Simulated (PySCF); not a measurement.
Excitation energy of Nb by level of theory

Nb [Kr] 4d4 5s1 (6D) → Nb [Kr] 4d3 5s2 (4F), as a difference of total energies. Calculation: PySCF 2.14, in aug-cc-pVDZ-PP with ECP28MDF; a scalar-relativistic core potential. Correlated levels: valence: 4s2 4p6 frozen. The calculations carry no spin-orbit coupling.

| method | excitation energy (eV) | error (eV) |
| --- | --- | --- |
| UHF | 0.761 | +0.577 |
| LDA | 0.696 | +0.512 |
| PBE | 0.798 | +0.614 |
| PBE0 | 0.782 | +0.598 |
| r2SCAN | 0.946 | +0.762 |
| MN15 | 0.271 | +0.087 |
| BHandHLYP | 0.151 | -0.033 |
| r2SCANh | 0.905 | +0.721 |
| BLYP | 0.275 | +0.091 |
| MP2 (valence) | 0.363 | +0.179 |
| SCS-MP2 (valence) | -0.222 | -0.406 |

Reference: 0.184 eV (measured; NIST levels, between the centres of gravity of the two terms).

Errors of the correlated levels include the incompleteness of this basis and the frozen core.
